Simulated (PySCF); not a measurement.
[Ti(NH2)4], neutral singlet in the gas phase. 

Z-matrix (Å, degrees):
```
Ti
N 1 1.8912
H 2 1.0178 1 127.75
H 2 1.0196 3 109.35 1 -172.79
N 1 1.8913 2 109.97 3 -12.48
H 5 1.0178 1 127.72 2 -106.51
H 5 1.0197 6 109.35 1 172.77
N 1 1.8914 2 110.06 3 106.84
H 8 1.0178 1 127.95 2 12.65
H 8 1.0199 9 109.35 1 172.89
N 1 1.8915 2 108.37 3 -132.76
H 11 1.0178 1 127.82 2 -133.22
H 11 1.0196 12 109.33 1 -172.74
```
Charge 0, multiplicity 1.

All levels are single points at this geometry (r2SCAN-D4/def2-SVP); Pople sets use spherical d functions. Orbital energies aren't observables, and empty levels follow the basis.

| level | HOMO (eV) | LUMO (eV) | gap (eV) | dipole (D) | vertical IE, Delta-SCF (eV) |
|---|---|---|---|---|---|
| B3LYP-D3(BJ)/def2-TZVP in PySCF | -6.56 | -0.92 | 5.63 | 0.00 | – |
| TPSSh-D3(BJ)/def2-TZVP in PySCF | -6.01 | -1.18 | 4.83 | 0.00 | – |
| B3LYP/3-21G in PySCF | -5.78 | -0.03 | 5.75 | 0.00 | – |
| PBE/6-31G* (LANL2DZ on Ti) in PySCF | -5.08 | -1.38 | 3.69 | 0.00 | – |
| HF/3-21G in PySCF | -9.79 | 2.10 | 11.89 | 0.01 | – |
| HF/6-31G* (LANL2DZ on Ti) in PySCF | -10.03 | 1.18 | 11.20 | 0.00 | – |
